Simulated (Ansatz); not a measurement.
Reaction (formal hydrolysis of a C–B bond): `S=CCB1C[SiH2]1` + H₂O → `OCC=S` + `B1C[SiH2]1`

Program: Ansatz. Geometries: PBE0-D4/def2-TZVP. ΔE: electronic, gas phase. CCSD(T)/CBS adds triple-zeta CCSD(T) − MP2 to the extrapolated MP2 energy (def2 sets, frozen cores). This one scheme is used for every species. DFT in def2-TZVPP. Each species was taken in one conformer, which may not be the lowest.

(1) Is it downhill or uphill in electronic energy at CCSD(T)/CBS, and by how much? (Best estimate.)

(2) What do these levels give: PBE0-D4, ωB97M-V, B2PLYP, PBE0, CCSD/def2-TZVPP, HF/def2-QZVPP? (An estimate is asked.)

Largest T1 diagnostic among the species: 0.016.

Results:

(1) The calculation gave: Uphill: ΔE = +21.8 kcal/mol.

(2) Computed: PBE0-D4 20.1, ωB97M-V 19.7, B2PLYP 19.5, PBE0 19.0, CCSD/def2-TZVPP 21.0, HF/def2-QZVPP 19.7 kcal/mol.

The D4 term adds +1.7 kcal/mol with B3LYP and +1.1 kcal/mol with PBE0; it sums over pairs of atoms, weighted by their polarisabilities, and B3LYP, whose exchange is more repulsive, gets the larger term. From PBE to PBE0 (25 % exact exchange), in def2-TZVPP and without D4, ΔE moves by +1.5 kcal/mol.

B3LYP here is the variant with VWN-RPA as its local correlation; programs differ in this.
